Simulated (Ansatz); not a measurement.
Basis-set extrapolation for C7H7, SMILES `[CH2]c1ccccc1` radical (PBE0-D4/def2-TZVP geometry, frozen core, the Gaussian-basis code of Ansatz). Multiplicity 2, UHF reference.

```tsv
	def2-TZVPP	def2-QZVPP
HF	-269.235379	-269.246626
MP2 correlation	-1.036077	-1.104875
CCSD(T) correlation	-1.162219	not run
```

Energies in hartree. Use E(X) = E(∞) + A·exp(−7.88·√X) for Hartree–Fock and E(X) = E(∞) + B·X^(−2.97) for correlation, with X = 3 and 4, and add CCSD(T) minus MP2 of the smaller set to the MP2 limit.

What is the CCSD(T) energy at the basis-set limit?

HF limit: -269.246626 + (-0.011247) × 0.13774 = -269.24818. MP2 limit: -1.104875 + (-0.068798) × 0.74074 = -1.15584. Higher-order term: -1.162219 − (-1.036077) = -0.12614. Total: -270.53016 hartree, 348.0 kJ/mol below CCSD(T)/def2-TZVPP.

The UHF reference is spin-contaminated (⟨S²⟩ = 1.31, T1 = 0.037).
